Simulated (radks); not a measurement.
Task: These are the eigenvalues of the occupied orbitals of an atom or ion with whole-number occupations (eV). Method: Dirac Kohn-Sham, LDA (Slater exchange, Perdew-Wang correlation), spin-unpolarised, spherical densities, finite nucleus; Fermi nuclear charge, rms radius of each element as measured or else 0.836 A^(1/3) + 0.57 fm; computed with a radial shooting solver on a logarithmic mesh with Libxc functionals.

1s1/2: -46585.46
2s1/2: -7613.960
2p1/2: -7220.788
2p3/2: -6618.676
3s1/2: -1671.038
3p1/2: -1501.314
3p3/2: -1379.456
3d3/2: -1083.759
3d5/2: -1057.263
4s1/2: -335.2321
4p1/2: -270.1639
4p3/2: -243.2680
4d3/2: -135.9584
4d5/2: -131.1576
5s1/2: -48.2161
5p1/2: -30.7319
5p3/2: -27.1515
4f5/2: -7.6797
6s1/2: -7.4278
6f5/2: -0.3724

Which element is it, and in what charge state? The configuration may be excited. Open shells, if any, fill j = l - 1/2 first.

Result: Z = 62, samarium, charge 0: Sm in [Xe] 4f6 6s1 6f1. The list shows which subshells hold electrons but not how many an open one holds; the 1s level, -1712 hartree, gives Z - s = 58.5 by -(Z - s)^2/2, which with screening and relativity narrows Z to a few neighbours, and the depths of the outer levels then fix element, charge and occupations together.
